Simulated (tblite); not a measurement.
C6H15BOSi.
Atom-mapped SMILES: `[BH2:1][C@H:2]1[CH2:3][CH2:4][CH2:5][CH2:6][SiH2:7][CH2:8][O:9]1` (hydrogens: H10, H11 on B1; H12 on C2; H13, H14 on C3; H15, H16 on C4; H17, H18 on C5; H19, H20 on C6; H21, H22 on Si7; H23, H24 on C8)

Computed with GFN2-xTB (tblite), gas phase: L-BFGS steps from a force-field or distance-geometry start until the largest atomic force falls under 0.01 eV/Å.

Geometry at step 4:
```
atom  x, y, z in Å
B1     -2.8258   -0.2028   -0.6102
C2     -1.6447    0.2880    0.3180
C3     -0.8133   -0.8790    0.9071
C4     -0.0754   -1.7284   -0.1336
C5      1.0245   -1.0419   -0.9534
C6      2.0778   -0.3106   -0.1080
Si7     1.8414    1.5660   -0.0308
C8      0.0581    1.9928    0.4624
O9     -0.8414    1.2455   -0.3508
H10    -3.6289   -0.9139   -0.1619
H11    -2.8873    0.1629   -1.7093
H12    -2.1093    0.8158    1.1783
H13    -1.5046   -1.5257    1.4504
H14    -0.0927   -0.5068    1.6385
H15    -0.8035   -2.1543   -0.8279
H16     0.3851   -2.5654    0.3973
H17     1.5287   -1.8131   -1.5438
H18     0.5737   -0.3566   -1.6708
H19     2.1274   -0.7374    0.8932
H20     3.0650   -0.4674   -0.5412
H21     2.0761    2.1326   -1.3568
H22     2.7333    2.1615    0.9674
H23    -0.1407    3.0524    0.2749
H24    -0.1352    1.8055    1.5186
```

Problem. What forces act on the atoms?

Solution. 
```
atom  Fx (eV/Å)  Fy (eV/Å)  Fz (eV/Å)
  B1      0.125     -0.010      0.031
  C2      0.146      0.136     -0.044
  C3      0.042      0.003     -0.022
  C4      0.054     -0.050     -0.028
  C5      0.000      0.016     -0.018
  C6      0.047      0.011      0.010
 Si7     -0.054      0.085      0.006
  C8     -0.103     -0.006      0.007
  O9      0.020      0.051     -0.209
 H10     -0.056     -0.089      0.059
 H11     -0.036      0.048     -0.120
 H12     -0.035     -0.181      0.084
 H13     -0.034     -0.043     -0.013
 H14      0.031      0.127     -0.050
 H15     -0.067      0.054     -0.026
 H16      0.026     -0.052      0.103
 H17     -0.080     -0.089      0.041
 H18     -0.069      0.069      0.064
 H19     -0.033     -0.119      0.025
 H20      0.061     -0.139     -0.055
 H21      0.054      0.035     -0.087
 H22      0.113      0.033      0.043
 H23     -0.082      0.037      0.062
 H24     -0.070      0.073      0.139
```

The largest, 0.22 eV/Å, acts on O9; the rms over all components is 0.074 eV/Å. The forces sum to zero within rounding, as they must for an isolated molecule in no field.

Problem. Give the force on O9 in Eh/bohr and in nN.

Solution. 0.216 eV/Å ÷ 51.422 = 0.00420 Eh/bohr, and 0.216 eV/Å × 1.602 = 0.35 nN.

Problem. How far is this geometry from the end of the optimisation?

Solution. 0.056 eV above it, and 0.145 Å rms away after alignment. The bonds farthest from their final lengths, with half the difference of the two atoms' forces along the bond (positive lengthens):

```tsv
bond	now (Å)	final (Å)	force along bond (eV/Å)
Si7–C8	1.899	1.914	+0.01
C6–Si7	1.893	1.907	+0.04
Si7–H21	1.461	1.467	+0.04
Si7–H22	1.465	1.471	+0.05
C4–C5	1.534	1.529	-0.01
C3–C4	1.533	1.527	+0.02
```

The angle farthest from its final value is C6–Si7–C8, 110.5° against 113.5°.

Of the 2 listed bonds off by 0.010 Å or more, this force points towards the final length in 2.

What follows is the cost of the whole relaxation. Hardware: one thread of an Arm Neoverse V1, shared host with 64 logical CPUs at a one-minute load of 34. Cost: 0.69 s wall.
